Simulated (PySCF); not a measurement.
## C₆ coefficients of unlike pairs at TPSSh

Calculated with PySCF 2.14 from the dipole response of each species, C₆(A,B) = (3/π) ∫ α_A(iu) α_B(iu) du, in atomic units, from isotropic polarisabilities. For ions this is the dispersion term alone; charge-induced terms of lower order in 1/R come first.

| species | configuration | basis | relativity | α (bohr³) | C₆ (like pair) |
| --- | --- | --- | --- | --- | --- |
| O⁺ | [He] 2s2 2p3 (4S) | aug-cc-pCVTZ-DK with one added diffuse shell each of s, p, d, f type (8s7p5d3f) | spin-free X2C | 2.670 | 5.284 |
| Cu⁺ | [Ar] 3d10 (1S) | aug-cc-pVQZ-PP with ECP10MDF (7s7p6d4f3g2h) | core potential | 7.290 | 24.10 |
| Sr⁺ | [Kr] 5s1 (2S) | def2-QZVPPD with the def2 core potential (28 electrons) (7s5p4d3f) | core potential | 114.9 | 1073 |
| As | [Ar] 3d10 4s2 4p3 (4S) | dyall-av3z (24s17p11d2f) | spin-free X2C | 31.60 | 268.7 |

Q: Estimate C₆ for As with Cu⁺.

A: The integral gives 75.89. The combination rule 2 C_A C_B / (C_A α_B/α_A + C_B α_A/α_B) gives 77.81 and the geometric mean 80.47.

No spin-orbit coupling is included.

The other pairs:

```csv
pair,C₆
"As, Sr⁺",471.3
"Sr⁺, Cu⁺",122.7
"As, O⁺",33.64
"Sr⁺, O⁺",50.79
"Cu⁺, O⁺",11.15
```
